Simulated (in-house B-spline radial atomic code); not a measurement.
Successive ionisation energies of lead; each step leads to the configuration of the next row (after the last: [Ar] 3d10 4s2 4p3). Dirac energy differences include first-order Breit, QED and recoil terms. NIST's values go from ground level to ground level; the uncertainty of those that are theory runs from under 0.1 % in few-electron ions to several per cent in heavy many-electron ones. Computed with a B-spline radial code for spherical atoms: Dirac-Hartree-Fock, average of the configuration, finite nuclei.

```csv
ion,configuration,ionisation energy (eV),tabulated value (eV),tabulated kind,computed minus tabulated (eV),highest orbital,largest mean radius (bohr)
Pb35+,[Kr] 4d10 4f1,1398.9,1430,tabulated theory,-31.1,4f7/2,0.38652
Pb36+,[Kr] 4d10,1715.3,1704,tabulated theory,11.3,4d5/2,0.38393
Pb37+,[Kr] 4d9,1774.7,1760,tabulated theory,14.7,4d5/2,0.38198
Pb38+,[Kr] 4d8,1834.8,1819,tabulated theory,15.8,4d5/2,0.38004
Pb39+,[Kr] 4d7,?,?,tabulated theory,?,?,?
Pb40+,[Kr] 4d6,?,?,tabulated theory,?,?,?
Pb41+,[Kr] 4d5,2018.7,2004,tabulated theory,14.7,4d5/2,0.37433
Pb42+,[Kr] 4d4,2081.2,2101,tabulated theory,-19.8,4d5/2,0.37245
Pb43+,[Kr] 4d3,2144.4,2163,tabulated theory,-18.6,4d5/2,0.37059
Pb44+,[Kr] 4d2,2208.2,2230,tabulated theory,-21.8,4d5/2,0.36875
Pb45+,[Kr] 4d1,?,?,tabulated theory,?,?,?
Pb46+,[Ar] 3d10 4s2 4p6,2597.0,2543,tabulated theory,54.0,4p3/2,0.36512
Pb47+,[Ar] 3d10 4s2 4p5,2661.2,2605,tabulated theory,56.2,4p3/2,0.36308
Pb48+,[Ar] 3d10 4s2 4p4,2725.9,2671,tabulated theory,54.9,4p3/2,0.36127
```

Task: Fill in the row of Pb39+.

Result: ionisation energy (eV): 1895.4; tabulated value (eV): 1884; computed minus tabulated (eV): 11.4; highest orbital: 4d5/2; largest mean radius (bohr): 0.37812.

Task: Fill in the row of Pb40+.

Result: ionisation energy (eV): 1956.7; tabulated value (eV): 1945; computed minus tabulated (eV): 11.7; highest orbital: 4d5/2; largest mean radius (bohr): 0.37621.

Task: Fill in the row of Pb45+.

Result: ionisation energy (eV): 2272.7; tabulated value (eV): 2292; computed minus tabulated (eV): -19.3; highest orbital: 4d5/2; largest mean radius (bohr): 0.36693.

Where a p, d or f electron is removed, the computed value is a mean over both j, so it misses the tabulated one by a part of the spin-orbit splitting; averaging over terms and missing correlation add to the gap, relatively most at low charge.
